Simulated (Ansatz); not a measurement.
Abridged output of a molecular run in Ansatz:

```
Functional definition: HF
2013 factors; integrals over basis functions are off by at most 7.6e-4 eV
mean field evaluation 1: about -34789.9718 eV, gradient 6.6e1 eV
mean field evaluation 2: about -34790.4321 eV, gradient 6.6e1 eV
mean field evaluation 4: about -34798.0330 eV, gradient 4.2e0 eV
mean field evaluation 8: about -34798.1319 eV, gradient 3.2e-1 eV
mean field evaluation 16: about -34798.1325 eV, gradient 1.7e-6 eV
mean field -34798.13246088 eV, -1278.8077809159 hartree, gradient 1.6e-6 eV, S^2 0.000000; 0 other end points of the search recorded, 0 dependent functions left out
19 core orbitals not correlated: weight in the atoms' cores, before any rotation towards them, 1.000 or more for the frozen orbitals, at most 0.000 for the correlated occupied ones
reference -34798.13246088 eV, -1278.8077809159 hartree; 22, 22 occupied and 293, 293 virtual orbitals, 2013 factors
second order -37.39685143 eV of doubles, -0.00000000 eV of singles
cycle   1  -37.39862258 eV  change   -1.8e-3 eV  update   1.3e-1
cycle   2  -38.21189917 eV  change   -8.1e-1 eV  update   3.6e-2
cycle   3  -38.40071927 eV  change   -1.9e-1 eV  update   1.8e-2
cycle   4  -38.37751574 eV  change    2.3e-2 eV  update   4.1e-3
cycle   5  -38.37451141 eV  change    3.0e-3 eV  update   1.9e-3
cycle   6  -38.37578460 eV  change   -1.3e-3 eV  update   5.7e-4
cycle   7  -38.37541100 eV  change    3.7e-4 eV  update   2.0e-4
cycle   8  -38.37526693 eV  change    1.4e-4 eV  update   5.9e-5
cycle   9  -38.37527753 eV  change   -1.1e-5 eV  update   2.2e-5
perturbative correction -1.47658689 eV, -0.0542635672 hartree
Total energy: -34837.98432530 eV, -1280.2723099208 hartree
```

Its atoms:

```xyz
13

O     0.2041    2.7106    1.3171
Si    0.5800    1.7501    0.0581
O     1.7370    0.6932    0.5002
S    -1.1495    0.6890   -0.6848
Si   -0.6967   -1.2858   -0.0450
O    -1.8105   -2.2786   -0.7108
O     0.8038   -1.7720   -0.5286
H    -0.0629    2.2947    2.1389
H     0.9926    2.6769   -1.0108
H     1.7547   -0.1800    0.0847
H    -0.6496   -1.4068    1.4227
H    -2.6001   -1.8865   -1.0857
H     0.8971   -2.0048   -1.4559
```

(1) Which basis set was used?
A. def2-SVPD
B. def2-SVP
C. cc-pV(Q+d)Z
D. def2-TZVPP

(2) Write the keys of the input that set method, charge and spin (a neutral closed shell needs none for the last two).

## Answers

(1) D. It gives 334 functions.

(2) 
```yaml
correlation: {method: ccsd_t}
```
